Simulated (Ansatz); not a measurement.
C2H6BBrO. The species carries charge 0 and has multiplicity 1. The bonds changed during the relaxation, so this is another structure than the one it started from.

| atom | x (Å) | y (Å) | z (Å) |
| --- | --- | --- | --- |
| B1 | 0.058 | 0.277 | 1.512 |
| C2 | -0.347 | 0.136 | 0.009 |
| C3 | 0.328 | -0.767 | -0.956 |
| O4 | -1.398 | 0.774 | -0.434 |
| Br5 | 1.403 | 1.703 | 0.688 |
| H6 | 0.712 | -0.630 | 1.942 |
| H7 | -0.725 | 0.840 | 2.217 |
| H8 | 1.321 | -1.039 | -0.608 |
| H9 | 0.394 | -0.339 | -1.961 |
| H10 | -0.281 | -1.679 | -1.010 |
| H11 | -1.465 | 0.724 | -1.399 |

(1) What are the harmonic wavenumbers in cm⁻¹ at PBE0-D4/def2-TZVP (Ansatz, finite differences of forces, unscaled)? (Estimate.)

(2) Is this a minimum?

(3) Give the ideal-gas thermochemistry at 298.15 K and 1 bar (rigid rotor, harmonic oscillator; point group C1, symmetry number 1).

(4) Rotational constants (cm⁻¹)?

## Answers

(1) The calculation gave: 118, 157, 218, 335, 421, 467, 514, 666, 760, 776, 846, 974, 996, 1026, 1136, 1202, 1372, 1413, 1419, 1473, 1491, 2564, 2653, 3032, 3099, 3189, 3742.

(2) Yes, all 27 modes are real.

(3) Zero-point energy 215.7 kJ/mol; H(298) − E = 234.9 kJ/mol; entropy 336.9 J/(mol·K), of which translation 170.2, rotation 113.8, vibration 52.9; G(298) − E = 134.5 kJ/mol.

(4) 0.1905, 0.06321, 0.05999.
